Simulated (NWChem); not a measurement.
System: C4H4F2; SMILES C(=C=CF)(C)F

Results from NWChem. All runs use the structure optimised with PBE0/def2-SVP. Hybrids' shares of exact exchange are those that their runs print; pure functionals count as 0. The functionals differ in more than this share.

| row | share of exact exchange | highest occupied level (eV) |
|---|---|---|
| PBE/def2-SVP | 0.00 | -6.25 |
| LDA (Slater exchange, VWN5)/def2-SVP | 0.00 | -6.42 |
| B3LYP/def2-SVP | 0.20 | -7.32 |
| PBE0/def2-SVP | 0.25 | -7.60 |
| PW6B95/def2-SVP | 0.28 | withheld |

### Question
Fit a straight line of the last column on the one before it, predict the withheld value, and compare with the run.

### Answer

1. Means of the 4 shown rows: x = 0.113, y = -6.898. Slope Σ(x − x̄)(y − ȳ)/Σ(x − x̄)² = -0.2601/0.05188 = -5.014; intercept -6.333.
2. The shown rows scatter about the line by 0.061 (root mean square); the largest residual is -0.09, at LDA (Slater exchange, VWN5)/def2-SVP.
3. At x = 0.28 (PW6B95/def2-SVP; beyond the shown range) the line gives -7.74.
4. The run gives -7.70, +0.04 from the line, 0.7 times the scatter.
